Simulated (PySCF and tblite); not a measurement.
Results of a calculation; reference values are marked as such.
System: C₈H₈, numbered as in [CH:1]1=[CH:2][C@@H:3]2[C@@H:4]3[CH:5]=[CH:6][C@H:7]1[C@H:8]23.

For the Cope rearrangement (breaking C3–C4, making C1–C6): electronic barrier 7.58 kcal/mol, zero-point change -0.99 kcal/mol, thermal and entropy terms at 350 K a further 0.22 kcal/mol (symmetry numbers apart). The minimum is Cs, the saddle C2v. The path came from a restrained scan, a climbing-image band and a saddle search at GFN2-xTB; energies are PBE0/pcSseg-1 + D3(BJ), IEF-PCM methanol//B3LYP-D3(BJ)/def2-SVP, thermal terms GFN2-xTB. Rates follow Eyring's equation with the number of equivalent paths and no tunnelling. (PySCF 2.14 with density fitting, tblite 0.8.)

How many equivalent paths lead out of the minimum?

1: the symmetry number of the minimum is 1, that of the saddle displaced along its mode 1.

Work out the rate at 350 K.

ΔG‡ = 6.81 kcal/mol; k_B T/h = 7.3×10¹² s⁻¹; exp(−ΔG‡/RT) = 5.6×10⁻⁵; times 1 gives k = 4.1×10⁸ s⁻¹. Wigner's tunnelling factor for the 413i cm⁻¹ mode would be 1.12.
